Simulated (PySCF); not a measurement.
Si(H)(Me)2(Cl) (C2H7ClSi), SMILES C[SiH](C)Cl. Atoms are numbered in the order given.

```xyz
11

Si    -0.3823    -0.4169     0.0000
C     -1.1698     0.2652     1.5500
C     -1.1698     0.2652    -1.5500
Cl     1.6375     0.1241     0.0000
H     -0.4258    -1.9086     0.0000
H     -2.2339    -0.0198     1.6015
H     -0.6694    -0.1189     2.4524
H     -1.1079     1.3650     1.5683
H     -0.6694    -0.1189    -2.4524
H     -2.2339    -0.0198    -1.6015
H     -1.1079     1.3650    -1.5683
```
Charge 0, spin multiplicity 1.

Geometry optimised at r2SCAN-D4/def2-SVP.

Computed with PBE/def2-TZVP (PySCF).

ESP charges are fitted to the potential on shells at 1.4 to 2.0 van der Waals radii. Atomic charges (e):

```csv
atom,Löwdin,ESP fit
Si1,-0.06,0.65
C2,-0.46,-0.67
C3,-0.46,-0.67
Cl4,0.19,(withheld)
H5,-0.03,(withheld)
H6,0.13,(withheld)
H7,0.14,(withheld)
H8,0.14,(withheld)
H9,0.14,(withheld)
H10,0.13,(withheld)
H11,0.14,(withheld)
```

Task: Complete the blanks. (An estimate is asked for; the answer gives what the named calculation found.)

Result: 
- Cl4, ESP fit: -0.24
- H5, ESP fit: -0.13
- H6, ESP fit: 0.18
- H7, ESP fit: 0.17
- H8, ESP fit: 0.18
- H9, ESP fit: 0.17
- H10, ESP fit: 0.18
- H11, ESP fit: 0.18

Computed Mayer and Wiberg (Löwdin basis) orders of the bonds:
| bond | Mayer | Wiberg |
|---|---|---|
| Si1–C2 | 1.01 | 1.24 |
| Si1–C3 | 1.01 | 1.24 |
| Si1–Cl4 | 1.14 | 1.75 |
| Si1–H5 | 0.93 | 0.90 |
| C2–H6 | 0.94 | 0.89 |
| C2–H7 | 0.95 | 0.90 |
| C2–H8 | 0.94 | 0.90 |
| C3–H9 | 0.95 | 0.90 |
| C3–H10 | 0.94 | 0.89 |
| C3–H11 | 0.94 | 0.90 |
